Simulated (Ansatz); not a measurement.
Relaxation of C2H11NOSi2 (17 atoms, charge 0, multiplicity 1), to a largest force component of 0.015 eV/Å in at most 40 steps.

These are results of Ansatz 0.2.0, RKS PBE0-D4/STO-3G, not measurements.

```xyz
17
Properties=species:S:1:pos:R:3
N 1.111 -2.238 -0.874
C 0.894 -1.227 0.199
Si -0.549 -0.056 -0.156
Si 0.139 1.399 -1.849
C -0.858 1.009 1.345
O -1.148 0.331 2.575
H 0.442 -2.040 -1.608
H 2.021 -2.187 -1.217
H 0.721 -1.750 1.175
H 1.832 -0.662 0.348
H -1.756 -0.827 -0.483
H 1.329 2.127 -1.467
H -1.060 2.430 -2.026
H 0.228 0.708 -3.130
H 0.004 1.641 1.563
H -1.710 1.699 1.169
H -1.368 1.009 3.247
```

Problem. Where does it end, and by what steps?

Solution. The run converged. The force dipped under the threshold on the way, but the program's further checks kept it going. Limits of this set-up: minimal basis. After 25 steps the energy has fallen by 1.066 eV; H7 moved furthest, 1.34 Å.

```csv
step,energy less start (eV),largest force component (eV/Å),accepted
0,0.0000,4.099,yes
1,-0.7567,1.530,yes
2,-0.8665,0.563,yes
3,-0.9032,0.293,yes
4,-0.9028,1.030,no
5,-0.9222,0.193,yes
6,-0.9417,0.462,yes
7,-0.9665,0.807,yes
8,-1.0232,0.227,yes
9,-1.0429,0.210,yes
10,-1.0590,0.093,yes
11,-1.0131,1.047,no
12,-1.0614,0.062,yes
13,-1.0631,0.108,yes
14,-1.0644,0.075,yes
15,-1.0650,0.033,yes
16,-1.0653,0.011,yes
17,-1.0655,0.017,yes
18,-1.0656,0.018,yes
19,-1.0657,0.011,yes
20,-1.0657,0.008,yes
21,-1.0658,0.017,yes
22,-1.0659,0.023,yes
23,-1.0659,0.029,yes
24,-1.0660,0.023,yes
25,-1.0660,0.008,yes
```

```xyz
17
Properties=species:S:1:pos:R:3
N 1.068 -2.033 -1.069
C 0.761 -1.231 0.175
Si -0.600 0.033 -0.157
Si -0.096 1.345 -1.910
C -0.804 1.095 1.399
O -1.078 0.213 2.532
H 1.601 -1.372 -1.698
H 1.827 -2.710 -0.780
H 0.404 -1.937 0.940
H 1.653 -0.734 0.601
H -1.843 -0.668 -0.389
H 1.185 1.987 -1.725
H -1.084 2.384 -2.076
H -0.034 0.592 -3.140
H 0.115 1.695 1.565
H -1.623 1.828 1.243
H -1.180 0.880 3.298
```

Whether the end is a true minimum wasn't checked by a vibrational analysis.

Time of the run: 100 s on 1 thread of Arm Neoverse V2, with other jobs on the host, peak memory 0.16 GiB.
